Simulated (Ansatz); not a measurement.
## Energy profile

The step: SiH₂SF₂ ([F][SiH]([F])[SH]) + HF → SiHF₃ ([F][SiH]([F])[F]) + H₂S; bonds formed: Si1–F7, S2–H6; bonds broken: Si1–S2, H6–F7 (atoms numbered as in the saddle structure below).

| atom | x (Å) | y (Å) | z (Å) |
| --- | --- | --- | --- |
| Si1 | -0.5840 | -0.0790 | -0.4558 |
| S2 | 0.5717 | -0.3051 | 1.6022 |
| F3 | 0.1409 | -0.3972 | -1.8350 |
| F4 | -1.7993 | 0.9397 | -0.4390 |
| H5 | -1.2960 | -1.3602 | -0.2725 |
| H6 | 0.9404 | 0.9353 | 0.6994 |
| F7 | 0.5581 | 1.3949 | -0.3286 |
| H8 | 1.4682 | -1.1285 | 1.0293 |

Electronic energies by CCSD(T) at an estimated basis limit (MP2 extrapolated from triple and quadruple zeta, plus CCSD(T) − MP2 in triple zeta), on PBE0-D4/def2-TZVP structures; SiH$_{3}$SF$_{3}$, singlet; no counterpoise correction. Ansatz 0.2.0; basis: def2-TZVPP and def2-QZVPP; cores frozen in the correlated methods. Extrapolation: Hartree–Fock as exp(−7.88 √X), correlation as X^−2.97.

(1) Give the profile in kJ/mol, counted from the separated reactants. (To be estimated.)

The T1 diagnostic stays at or below 0.013.

## Answers

(1) The calculation gives:
```tsv
point	kJ/mol
separated: SiH$_{2}$SF$_{2}$ (linked as [F][SiH]([F])[SH]; Si1, S2, F3, F4, H5, H8; singlet) + HF (H6, F7; singlet)	0.0
start structure	-13.0
saddle	102.3
end structure	-105.9
separated: SiHF$_{3}$ (linked as [F][SiH]([F])[F]; Si1, F3, F4, H5, F7; singlet) + H$_{2}$S (S2, H6, H8; singlet)	-96.2
```

For scale, one of the runs: CCSD(T)/def2-TZVPP, 219 basis functions, launched by `ansatz run in.yaml --threads 4 --pin off --events-out ev --progress --plain --max-ram 9574MiB`. The run took 80 s on 4 CPU threads of an Arm Neoverse V2 (shared host), with 3.4 GiB of host memory at its peak.
